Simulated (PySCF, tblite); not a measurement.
Rigid-rotor lines calculated for a species of formula C6H10N2O (commonest isotopes; PBE0/pcSseg-1 in PySCF (dipole) on a GFN2-xTB geometry, gas phase), labelled J(Ka,Kc):

| transition | MHz |
| --- | --- |
| 2(1,2) ← 1(1,1) | 4732.2 |
| 1(0,1) ← 0(0,0) | 2792.9 |
| 1(1,1) ← 0(0,0) | 2837.9 |
| 2(1,1) ← 1(1,0) | 6439.5 |
| 2(0,2) ← 1(0,1) | 4775.5 |

Problem. Find the rotational constants.

Solution. 1(0,1) ← 0(0,0) is B + C, 2(1,1) ← 1(1,0) is 3B + C and 2(1,2) ← 1(1,1) is B + 3C, so B − C is half the difference of the last two, 853.7 MHz. 1(1,1) ← 0(0,0) is A + C. A = 1868.3, B = 1823.3, C = 969.6 MHz.

Problem. What moments of inertia, asymmetry and inertial defect follow?

Solution. I = 505379 MHz·u·Å² over each constant: Ia = 270.50, Ib = 277.18, Ic = 521.20 u·Å²; κ = (2B − A − C)/(A − C) = 0.900 (asymmetric top); Δ = Ic − Ia − Ib = -26.48 u·Å².

Problem. Which dipole components do these lines need?

Solution. μa and μb (a-type: ΔKa even, ΔKc odd; b-type: both odd). The calculation gives |μa| = 2.36 D, |μb| = 2.01 D, |μc| = 0.69 D.

Problem. Where do these fall, and of which type are they? 4(2,3) ← 4(1,4); 3(2,2) ← 2(2,1); 4(3,2) ← 3(2,2); 3(1,2) ← 3(1,3); 4(4,1) ← 4(3,2); 3(2,1) ← 3(1,2); 4(2,3) ← 3(2,2); 3(2,2) ← 3(1,3); 1(1,0) ← 0(0,0); 4(3,1) ← 3(2,2).

Solution. 
```tsv
transition	MHz	type	branch
3(2,1) ← 3(1,2)	2503	b	Q
4(4,1) ← 4(3,2)	2857	b	Q
1(1,0) ← 0(0,0)	3692	c	R
3(1,2) ← 3(1,3)	4373	a	Q
3(2,2) ← 3(1,3)	4382	b	Q
4(2,3) ← 4(1,4)	6130	b	Q
3(2,2) ← 2(2,1)	8379	a	R
4(2,3) ← 3(2,2)	10381	a	R
4(3,2) ← 3(2,2)	14768	c	R
4(3,1) ← 3(2,2)	17174	b	R
```

Problem. Which structure gave them?

Solution. `C=CC1=NNC[C@@H]1OC`, point group C1. Three constants can't fix a structure by themselves; this is the one that was computed:
```
atom  x, y, z in Å
C1    -2.234    1.569    0.307
C2    -2.229    0.269    0.594
C3    -1.105   -0.603    0.411
N4    -1.146   -1.853    0.702
N5    -0.015   -2.475    0.334
C6     1.020   -1.525   -0.075
C7     0.247   -0.190   -0.168
O8     0.815    0.850    0.593
C9     1.926    1.459   -0.012
H10   -3.107    2.177    0.466
H11   -1.362    2.067   -0.080
H12   -3.107   -0.218    0.994
H13    0.237   -3.260    0.917
H14    1.447   -1.844   -1.027
H15    1.815   -1.445    0.675
H16    0.132    0.134   -1.216
H17    2.760    0.758   -0.138
H18    1.666    1.873   -0.994
H19    2.232    2.266    0.652
```

The values belong to one conformer (point group C1) with, in the numbering `[CH2:1]=[CH:2][C:3]1=[N:4][NH:5][CH2:6][C@@H:7]1[O:8][CH3:9]`, C1–C2–C3–N4 180°, C6–C7–O8–C9 79°. Its GFN2-xTB frequencies are all real (lowest 80 cm⁻¹). Constants of a rigid frame at the computed geometry: no zero-point averaging, no centrifugal distortion. A rigid rotor knows nothing of inversion at nitrogen or internal rotation, which can split or shift real lines. Quadrupole hyperfine structure (14N) is left out.
